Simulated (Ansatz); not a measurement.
This Ansatz (an electronic-structure program) input (B3LYP/def2-QZVPP) gives -0.50241 Eh with 30 basis functions. A basis named .json is the Basis Set Exchange file of that set (core-valence sets with the plain set on hydrogen).

Ansatz 0.2 input:
```yaml
crystal:
  periodic: [false, false, false]
  atoms:
    - {symbol: H, position_ang: [0.00000000, 0.00000000, 0.00000000]}
basis:
  gaussian:
    orbitals: def2-QZVPP.json
hamiltonian:
  xc: {name: B3LYP}
magnetization: {spin_polarized: true, initial_magnetization: 1}
scf: {lower_state_search: full}
```

Change:
```diff
- orbitals: def2-QZVPP.json
+ orbitals: aug-cc-pVDZ
```

Problem. What does the run give now?

Solution. -0.50166 Eh (B3LYP/aug-cc-pVDZ, 9 functions), a change of +0.75 mEh.
